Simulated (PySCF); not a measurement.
Job file and geometry (Å, from PBE0-D3(BJ)/def2-TZVP) of an NMR shielding run on `CCCS(=O)(=O)O`, C3H8O3S, GIAO wB97X-D/pcSseg-2 NMR shielding, non-relativistic, gas phase in PySCF; density fitting, a coarse starting grid and PySCF grid level 2 are the driver's defaults:

```
$ OMP_NUM_THREADS=1 python probes_run.py task.json out

{"job": {"kind": "nmr", "xc": "wB97X-D", "basis": "pcSseg-2", "pop": false}, "charge": 0, "multiplicity": 1}
C     -1.910027     0.387923    -0.289441
C     -0.974414    -0.778236    -0.017621
C      0.480854    -0.527416    -0.391753
S      1.289901     0.591008     0.721914
O      0.805013     1.913119     0.515163
O      1.321588     0.010478     2.030766
O      2.784464     0.558252     0.155996
H     -1.866917     0.688615    -1.339488
H     -1.655165     1.259596     0.313181
H     -2.940189     0.106185    -0.064269
H     -1.297943    -1.650373    -0.593354
H     -1.021301    -1.071369     1.034976
H      0.584581    -0.092319    -1.388402
H      1.064905    -1.448610    -0.345807
H      3.320154     0.036720     0.767996
```

Q: Write the output of this run.

A: 
```
coarse grid: 13104 points
cycle   1  E = -742.7575900498  dE =  1.847e+00  |g| = 1.291e+00  |ddm| = 2.825e+00
cycle   2  E = -742.5349870249  dE =  2.226e-01  |g| = 1.789e+00  |ddm| = 1.667e+00
cycle   3  E = -743.0456294392  dE = -5.106e-01  |g| = 1.302e-01  |ddm| = 9.866e-01
cycle   4  E = -743.0480047562  dE = -2.375e-03  |g| = 6.570e-02  |ddm| = 9.947e-02
cycle   5  E = -743.0486833019  dE = -6.785e-04  |g| = 1.443e-02  |ddm| = 3.624e-02
cycle   6  E = -743.0487219288  dE = -3.863e-05  |g| = 3.677e-03  |ddm| = 1.231e-02
cycle   7  E = -743.0487248508  dE = -2.922e-06  |g| = 1.045e-03  |ddm| = 3.234e-03
final grid: 121976 points
cycle   8  E = -743.0434926839  dE = -2.238e-04  |g| = 6.299e-03  |ddm| = 5.454e-02
cycle   9  E = -743.0434961870  dE = -3.503e-06  |g| = 5.187e-03  |ddm| = 8.798e-03
cycle  10  E = -743.0435016633  dE = -5.476e-06  |g| = 1.112e-03  |ddm| = 3.648e-03
cycle  11  E = -743.0435018127  dE = -1.494e-07  |g| = 6.702e-04  |ddm| = 9.532e-04
cycle  12  E = -743.0435018922  dE = -7.949e-08  |g| = 8.467e-05  |ddm| = 4.374e-04
cycle  13  E = -743.0435018938  dE = -1.595e-09  |g| = 3.490e-05  |ddm| = 1.090e-04
cycle  14  E = -743.0435018941  dE = -2.426e-10  |g| = 1.543e-05  |ddm| = 3.590e-05
converged SCF energy = -743.0435018941

GIAO shielding tensors (ppm)
atom      isotropic    diamagn.    paramagn.     s11        s22        s33       span
  0 C      171.630     240.834     -69.204    159.065    170.701    185.124     26.058
  1 C      165.533     242.719     -77.186    157.475    165.291    173.833     16.358
  2 C      126.962     250.635    -123.673    106.719    118.401    155.765     49.045
  3 S      156.940    1046.869    -889.929     13.326    137.781    319.712    306.386
  4 O      100.187     397.469    -297.282     66.392     99.123    135.045     68.654
  5 O      113.029     395.547    -282.518     63.769    102.058    173.260    109.491
  6 O      126.618     388.547    -261.928     34.496     64.426    280.932    246.436
  7 H       30.839      30.362       0.478     27.072     28.546     36.900      9.828
  8 H       29.833      30.814      -0.982     24.534     30.267     34.697     10.163
  9 H       30.592      28.766       1.826     26.016     27.779     37.981     11.964
 10 H       30.043      30.640      -0.597     24.498     28.854     36.777     12.279
 11 H       29.526      32.021      -2.494     25.280     28.847     34.453      9.172
 12 H       28.761      32.742      -3.981     25.557     28.810     31.915      6.358
 13 H       28.822      32.126      -3.305     24.554     29.030     32.881      8.327
 14 H       26.663      29.327      -2.664     21.758     22.544     35.689     13.931
```

Q: Turn these shieldings into chemical shifts. References, each an isolated molecule treated in the same way: ¹³C (186.29 ppm) and ¹H (31.63 ppm) against TMS; CS2 for ³³S (510.68 ppm); ¹⁷O (328.24 ppm) against H2O.

A: Averaging equivalent atoms: C 2: 59.3; C 1: 20.8; C 0: 14.7; S 3: 354; O 4/5: 221.6; O 6: 201.6; H 14: 4.97; H 12/13: 2.84; H 10/11: 1.85; H 7/8/9: 1.21 ppm. Experimental scales use liquid or dissolved standards, which lie at an offset from isolated H2O (liquid H2O: subtract about 36 ppm).

Size and cost of the density-fitted run: 371 basis functions, 70 s wall time on 1 thread of an Intel Xeon 6975P-C, shared host; peak memory 1.8 GiB.
